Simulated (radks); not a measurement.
Effect of the nuclear size on the praseodymium ion Pr2+, [Xe] 4f3. Calculated with a radial shooting solver on a logarithmic mesh with Libxc functionals: Dirac Kohn-Sham, relativistic LDA (MacDonald-Vosko exchange, VWN5 correlation), spin-unpolarised, spherical densities, finite nucleus; open shells fill j = l - 1/2 first; Fermi nuclear charge, rms radius 4.8919 fm. The rms radius is varied about that value; shifts are against it.

rms radius (fm)  total energy shift (eV)  density at nucleus (e/bohr^3)  1s1/2 shift (meV)  2s1/2 shift (meV)  4p1/2 shift (meV)  5s1/2 shift (meV)  5p1/2 shift (meV)  4f5/2 shift (meV)  6s1/2 (empty) shift (meV)
4.2217                             -2.94                      4.249e+05              -1210               -150              0.288              -1.18              0.062              0.162                     -0.205
4.5739                             -1.44                      4.177e+05               -593              -73.3              0.141             -0.577              0.030              0.079                     -0.100
4.8919                                 0                      4.117e+05              0.000              0.000              0.000              0.000              0.000              0.000                      0.000
5.0876                             0.923                      4.082e+05                381               47.0             -0.090              0.370             -0.019             -0.051                      0.064
6.0513                              5.88                      3.933e+05               2420                299             -0.573               2.36             -0.124             -0.323                      0.409

Slopes of the eigenvalues against <r^2> in GHz/fm^2, as finite differences over the two radii next to the reference (eigenvalue slopes, not the field-shift constants of lines): 1s1/2 47500, 2s1/2 5860, 4p1/2 -11.2, 5s1/2 46.2, 5p1/2 -2.43, 4f5/2 -6.32, 6s1/2 (empty) 8.01.
